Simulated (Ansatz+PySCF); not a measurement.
Two shapes of singlet H₁₀.

Shape 1:

```xyz
10

H     0.0000    0.0000    0.0000
H     0.0000    0.0000    1.8000
H     0.0000    0.0000    3.6000
H     0.0000    0.0000    5.4000
H     0.0000    0.0000    7.2000
H     0.0000    0.0000    9.0000
H     0.0000    0.0000   10.8000
H     0.0000    0.0000   12.6000
H     0.0000    0.0000   14.4000
H     0.0000    0.0000   16.2000
```

Shape 2:

```xyz
10

H     0.0000    0.0000    0.0000
H     0.0000    0.0000    1.0000
H     0.0000    0.0000    2.0000
H     0.0000    0.0000    3.0000
H     0.0000    0.0000    4.0000
H     0.0000    0.0000    5.0000
H     0.0000    0.0000    6.0000
H     0.0000    0.0000    7.0000
H     0.0000    0.0000    8.0000
H     0.0000    0.0000    9.0000
```

Basis set: STO-3G (spherical functions). All electrons are correlated. Charge 0, multiplicity 1.

Computed with Ansatz (development build ahead of 0.2.0); each method stands on the lowest determinant of its kind that the runs found.

Problem. Which shape is lower in energy, and by how much in each method?

Solution.

```
                            method  E(2) − E(1) (eV)
                               RHF           -27.963
                               UHF           -13.338
                           UHF-MP2           -15.180
full CI (lowest root of this spin)           -15.393
```

Shape 2 is lower. Caution for RHF: an unrestricted determinant lies well below. Caution for UHF, UHF-MP2: the unrestricted determinant is a mixture of spin states; the determinant breaks the point group. Caution for UHF-MP2: bonds are stretched, where a single reference can fail; another reference gives a lower total.
